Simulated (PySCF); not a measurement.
boron monoxide dimer (B2O2), SMILES O=BB=O.

Geometry optimised at PBE0-D3(BJ)/def2-TZVP. One conformer was computed; it need not be the lowest.

Computed with PBE0-D3(BJ)/def2-TZVP in PySCF.

Harmonic, unscaled wavenumbers; measured fundamentals usually lie a few per cent lower.

Modes within 1.5 cm⁻¹ of each other (mostly degenerate sets) share a row, with their intensities summed.

```
mode  ν (cm⁻¹)  IR (km/mol)  Raman (Å⁴/amu)  depolarisation  moving atoms (share of kinetic energy)
----  --------  -----------  --------------  --------------  --------------------------------------
1–2        214        120.2             0.0               –                          B 60 %, O 40 %
3–4        498          0.0             4.2            0.75                          B 90 %, O 10 %
5          613          0.0             4.8            0.03                          O 72 %, B 28 %
6         1985        169.5             0.0               –                          B 60 %, O 40 %
7         2158          0.0           108.5            0.24                          B 72 %, O 28 %
```
